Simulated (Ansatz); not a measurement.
System: sum formula H7BSi2O3 (charge 0, singlet). 
Coordinates optimised at B3LYP-D3(BJ)/def2-TZVP (Ansatz, a program for electronic structure):
```
O
B 1 1.3656
O 2 1.3674 1 120.16
O 2 1.3682 1 119.14 3 -180.00
H 4 0.9621 2 112.88 1 -180.00
Si 1 1.6560 2 132.32 3 180.00
Si 3 1.6579 2 129.60 1 0.00
H 6 1.4770 1 106.37 2 180.00
H 7 1.4771 3 106.35 2 -180.00
H 6 1.4790 8 109.87 1 -119.52
H 6 1.4790 8 109.87 10 -120.96
H 7 1.4793 9 109.84 3 -119.60
H 7 1.4793 9 109.84 12 -120.79
```
Charge 0, spin multiplicity 1.

Total electronic energies in hartree. Valence correlation only, unless marked. Spin-orbit coupling is left out. Non-relativistic. Basis-set limits of correlation are two-point, X^-3; Hartree-Fock from the larger set. [CCSD(T)-MP2]/basis is that difference in the basis named.

```json
[
 {"level": "HF/6-31G*", "program": "Ansatz", "energy (Eh)": "-831.42373"},
 {"level": "HF/cc-pV(T+d)Z", "program": "Ansatz", "energy (Eh)": "-831.61071"},
 {"level": "HF/cc-pV(Q+d)Z", "program": "Ansatz", "energy (Eh)": "-831.63872"},
 {"level": "PBE-D3(BJ)/def2-TZVPD", "program": "Ansatz + dftd3", "energy (Eh)": "-833.48956"},
 {"level": "PBE0/def2-TZVP", "program": "Ansatz", "energy (Eh)": "-833.54970"},
 {"level": "MP2/aug-cc-pV(T+d)Z", "program": "Ansatz", "energy (Eh)": "-832.68522"},
 {"level": "RI-MP2/aug-cc-pV(T+d)Z", "program": "Ansatz", "energy (Eh)": "-832.68486"},
 {"level": "RI-MP2/cc-pV(Q+d)Z", "program": "Ansatz", "energy (Eh)": "-832.76895"},
 {"level": "CCSD/cc-pwCVTZ", "program": "Ansatz", "energy (Eh)": "-832.72577"},
 {"level": "CCSD(T)/6-31G", "program": "Ansatz", "energy (Eh)": "-831.76563"},
 {"level": "CCSD(T)/cc-pV(T+d)Z", "program": "Ansatz", "energy (Eh)": "-832.74365"},
 {"level": "CCSD(T) with core electrons (1s frozen past Ne)/cc-pwCVTZ", "program": "Ansatz", "energy (Eh)": "-833.48789"},
 {"level": "RI-MP2/CBS(aug-cc-pV(T+d)Z,aug-cc-pV(Q+d)Z)+[CCSD(T)-MP2]/aug-cc-pV(T+d)Z", "program": "Ansatz", "energy (Eh)": "-832.9166"},
 {"level": "RI-MP2/CBS(cc-pV(T+d)Z,cc-pV(Q+d)Z)+[CCSD(T)-MP2]/cc-pV(Q+d)Z", "program": "Ansatz", "energy (Eh)": "-832.9074"},
 {"level": "CCSD(T)/CBS(cc-pV(T+d)Z,cc-pV(Q+d)Z)", "program": "Ansatz", "energy (Eh)": "-832.9040"}
]
```

Totals of different functionals don't rank their quality; only differences between species are comparable.
